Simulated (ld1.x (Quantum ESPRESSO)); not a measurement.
## revPBE PAW dataset for Ru, scalar-relativistic all-electron reference.

ld1.x (Quantum ESPRESSO) 7.5 input, shortened:

```
&input
   title='Ru', zed=44., rel=1, dft='REVPBE', iswitch=3,
   config='[Kr] 4d6 5s0 5p0'
 /
 &inputp
   pseudotype=3, lpaw=.true., tm=.true., lloc=-1, rcloc=1.50,
   nlcc=.true., new_core_ps=.true., rcore=0.95,
   which_augfun='GAUSS', rmatch_augfun=1.75
 /
6
5S  1  0   0.00   0.00  1.95  2.55  0.0
5S  1  0   0.00  -1.00  1.95  2.55  0.0
4P  2  1   6.00   0.00  1.60  2.00  0.0
5P  3  1   0.00   0.00  1.60  2.00  0.0
4D  3  2   6.00   0.00  1.65  2.00  0.0
4D  3  2   0.00  -1.25  1.65  2.00  0.0
 &test
   configts(1)='4p6 4d6 5s0 5p0'
 /
```

Question: What does a ghost test show?

Answer: Ghost state, extra bound levels that the all-electron valence spectrum of the same l lacks: s at -151.9 eV (p not tested). A true bound ghost makes a file unfit for plane-wave use.

Question: Is the overlap operator S = 1 + Σ q|β⟩⟨β| positive definite (Bessel basis up to 400 Ry)?

Answer: No: its lowest eigenvalue is -0.312, in the p channel, so the generalised eigenproblem breaks down once the basis is large enough.

Question: Tests: 4p6 4d7 5s1 5p0; 4p6 4d7 5s0 5p0; 4p6 4d5 5s0 5p0; 4p6 4d7 5s0 5p1; 4p5 4d7 5s1 5p0; 4p6 4d6 5s2 5p0; 4p6 4d6 5s1 5p1. Which has the largest error in its energy relative to the reference configuration, and how large is it?

Answer: 4p5 4d7 5s1 5p0, with -24 meV (all-electron minus pseudo) on +27.07 eV.

Its overlap operator is not positive definite in a basis up to 400 Ry (lowest eigenvalue p -0.31), so the file is unfit for use: the generalised eigenproblem breaks down once the basis is large enough, and its test numbers describe a broken file.
